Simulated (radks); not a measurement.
The numbers below are computed, except where a source is named.
Species: Tb XLIX. Configuration: [Ne] 3s2 3p5 (the NIST ground configuration). Code: a radial shooting solver on a logarithmic mesh with Libxc functionals. Model: scalar-relativistic Kohn-Sham, r2SCAN, spin-polarised, spherical densities, finite nucleus; open shells are filled with parallel spins first (spin-orbit coupling, left out, can overturn this in heavy ions); meta-GGA in the generalised Kohn-Sham scheme; Fermi nuclear charge, rms radius 5.06 fm. Some entries of the table are withheld. Estimate them.

orbital  occ.  eigenvalue (Ry)  <1/r> (bohr^-1)
1s up       1        -4052.257            73.09
1s down     1        -4051.915            73.10
2s up       1        -861.7208            17.18
2s down     1        -861.6214            17.18
2p up       3        -792.7262            15.96
2p down     3        -792.4672            15.96
3s up       1        -334.9589            6.869
3s down     1        -334.1620            6.861
3p up       3              (1)            6.493
3p down     2              (2)            6.490
3d up       0        -291.3294            6.185
3d down     0        -290.6807            6.190
4s up       0        -173.0599            3.616
4s down     0        -172.6807            3.608
4p up       0              (3)              (4)
4p down     0              (5)              (6)

Answer. 
(1) 3p up eigenvalue (Ry): -313.6781
(2) 3p down eigenvalue (Ry): -312.8631
(3) 4p up eigenvalue (Ry): -164.4531
(4) 4p up <1/r> (bohr^-1): 3.458
(5) 4p down eigenvalue (Ry): -164.0926
(6) 4p down <1/r> (bohr^-1): 3.452
